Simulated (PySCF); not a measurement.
# Molecular orbitals of PW

BP86 at R = 2.132 Å; PySCF, scalar-relativistic core potentials, basis sets P def2-TZVPP, W def2-TZVPP with ECP60. State: ⁴Σ⁻ (quartet), unpaired electrons σ ↑, δ ↑↑. Only the outer orbitals are listed, counted within each symmetry, core potentials removing the inner ones.

```json
{"spin": "α", "orbital": "6σ", "occ.": "1", "ε (eV)": "-13.03", "on P (%)": "84", "main shells (%)": "84 P s"}
{"spin": "α", "orbital": "7σ", "occ.": "1", "ε (eV)": "-6.56", "on P (%)": "57", "main shells (%)": "48 P p, 24 W s, 16 W d"}
{"spin": "α", "orbital": "3π", "occ.": "1", "ε (eV)": "-6.10", "on P (%)": "40", "main shells (%)": "59 W d, 38 P p"}
{"spin": "α", "orbital": "3π", "occ.": "1", "ε (eV)": "-6.10", "on P (%)": "40", "main shells (%)": "59 W d, 38 P p"}
{"spin": "α", "orbital": "8σ", "occ.": "1", "ε (eV)": "-5.75", "on P (%)": "2", "main shells (%)": "52 W s, 46 W d"}
{"spin": "α", "orbital": "1δ", "occ.": "1", "ε (eV)": "-4.90", "on P (%)": "0", "main shells (%)": "100 W d"}
{"spin": "α", "orbital": "1δ", "occ.": "1", "ε (eV)": "-4.90", "on P (%)": "0", "main shells (%)": "100 W d"}
{"spin": "α", "orbital": "4π", "occ.": "0", "ε (eV)": "-3.16", "on P (%)": "41", "main shells (%)": "41 P p, 31 W d, 27 W p"}
{"spin": "α", "orbital": "4π", "occ.": "0", "ε (eV)": "-3.16", "on P (%)": "41", "main shells (%)": "41 P p, 31 W d, 27 W p"}
{"spin": "α", "orbital": "9σ", "occ.": "0", "ε (eV)": "-2.46", "on P (%)": "32", "main shells (%)": "40 W p, 31 P p, 18 W d"}
{"spin": "β", "orbital": "2π", "occ.": "1", "ε (eV)": "-40.02", "on P (%)": "0", "main shells (%)": "100 W p"}
{"spin": "β", "orbital": "2π", "occ.": "1", "ε (eV)": "-40.02", "on P (%)": "0", "main shells (%)": "100 W p"}
{"spin": "β", "orbital": "6σ", "occ.": "1", "ε (eV)": "-13.33", "on P (%)": "88", "main shells (%)": "88 P s"}
{"spin": "β", "orbital": "7σ", "occ.": "1", "ε (eV)": "-6.35", "on P (%)": "65", "main shells (%)": "58 P p, 19 W d, 14 W s"}
{"spin": "β", "orbital": "3π", "occ.": "1", "ε (eV)": "-5.79", "on P (%)": "66", "main shells (%)": "64 P p, 32 W d"}
{"spin": "β", "orbital": "3π", "occ.": "1", "ε (eV)": "-5.79", "on P (%)": "66", "main shells (%)": "64 P p, 32 W d"}
{"spin": "β", "orbital": "8σ", "occ.": "0", "ε (eV)": "-3.45", "on P (%)": "0", "main shells (%)": "72 W s, 25 W d"}
{"spin": "β", "orbital": "4π", "occ.": "0", "ε (eV)": "-2.32", "on P (%)": "31", "main shells (%)": "58 W d, 28 P p, 11 W p"}
{"spin": "β", "orbital": "4π", "occ.": "0", "ε (eV)": "-2.32", "on P (%)": "31", "main shells (%)": "58 W d, 28 P p, 11 W p"}
```

Which are the highest filled and the lowest empty level, where do they sit, and how wide is the gap?

Highest filled α 1δ at -4.90 eV (in %: 100 W d); lowest empty β 8σ at -3.45 eV (in %: 72 W s, 25 W d); the gap at BP86 is 1.45 eV.

The bond order (Mayer) is 3.01. The ⟨S²⟩ is 3.895, the charge on P (Mulliken, basis-dependent) is -0.10 and the charge on P (Löwdin, basis-dependent) is 0.24. The dipole moment (positive dipole means P(−)W(+)) is 3.09 D.

Spin–orbit coupling is left out. The state is the lowest single determinant that the PBE0 search found; with open d or f shells the true ground state can be another one.
